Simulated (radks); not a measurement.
Problem. Cd8+, configuration [Kr] 4d4. Method: scalar-relativistic Kohn-Sham, r2SCAN, spin-polarised, spherical densities, finite nucleus; open shells are filled with parallel spins first (spin-orbit coupling, left out, can overturn this in heavy ions); meta-GGA in the generalised Kohn-Sham scheme; Fermi nuclear charge, rms radius 4.6087 fm; computed with a radial shooting solver on a logarithmic mesh with Libxc functionals. Some entries of the table are withheld. Estimate them.

orbital,occ.,eigenvalue (hartree),<1/r> (bohr^-1),<r> (bohr)
1s down,1,-982.0936,50.63,0.03040
1s up,1,-982.0928,50.63,0.03040
2s up,1,-151.0392,11.54,0.1316
2s down,1,-150.9734,11.54,0.1316
2p up,3,-135.9797,11.11,0.1149
2p down,3,-135.9310,11.11,0.1148
3s up,1,-32.72245,4.083,0.3570
3s down,1,-32.70616,4.081,0.3570
3p up,3,-27.74887,3.884,0.3559
3p down,3,-27.72503,3.882,0.3559
3d up,5,-20.00372,3.651,0.3336
3d down,5,-19.95345,3.649,0.3336
4s up,1,-9.11742,1.626,0.8484
4s down,1,-8.89132,1.633,0.8467
4p up,3,-7.56996,1.502,0.9021
4p down,3,-7.33724,1.507,0.9007
4d up,4,-5.23187,(1),1.017
4d down,0,-4.99039,(2),1.016
5s up,0,-3.62091,0.7703,1.756
5s down,0,-3.43062,0.7553,1.794
5p up,0,-3.11281,0.6995,1.919
5p down,0,-2.93988,0.6745,1.985
4f up,0,-2.88240,0.9174,1.313
4f down,0,-2.64659,0.9088,1.343

Solution. 
(1) 4d up <1/r> (bohr^-1): 1.289
(2) 4d down <1/r> (bohr^-1): 1.293
